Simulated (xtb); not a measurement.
Input for xtb:
```
$ xtb mol.xyz --gfn 1 --chrg 1 --uhf 1 --json

# file mol.xyz
2

Cl    -0.00000000    -0.00000000    -1.77742018
Br     0.00000000     0.00000000     0.86331837
```

**Question.** What does this run give for the partial charges in atom order, total energy?

**Answer.** 
partial charges in atom order: Cl1 0.69, Br2 0.31
total energy: -7.4664 Eh
